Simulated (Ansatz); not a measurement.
Consider the ligand exchange at the Si–Se bond: `Cl[SiH2][SeH]` + H–F → `F[SiH2]Cl` + H₂Se.

Computed with Ansatz on PBE0-D4/def2-TZVP structures; ΔE is electronic, products minus reactants. CBS: MP2 limit from def2 TZ/QZ plus the TZ coupled-cluster correction, frozen cores. This one scheme is used for every species. DFT in def2-TZVPP. For Se outer-core shells are correlated without core-valence functions, which leaves a few kJ/mol of doubt a bond. Scalar relativity is left out up to krypton. Each species was taken in one conformer, which may not be the lowest.

```tsv
species	PBE0 energy (Eh)
`Cl[SiH2][SeH]`	-3152.58747
H–F	-100.39405
`F[SiH2]Cl`	-850.54710
H₂Se	-2402.46291
```

(1) Work out ΔE.

Largest T1 diagnostic among the species: 0.010.

Results:

(1) ΔE = (-850.54710) + (-2402.46291) − (-3152.58747) − (-100.39405) = -0.02849 Eh = -17.9 kcal/mol. CCSD(T)/CBS gives -18.4 kcal/mol.

In def2-TZVPP, CCSD(T) changes the Hartree–Fock value by +4.9 kcal/mol (the triples alone add +0.8 kcal/mol) and MP2 by +6.2 kcal/mol. At CCSD(T), def2-SVP lies −2.4 kcal/mol from the extrapolated value and def2-TZVPP −1.5 kcal/mol.
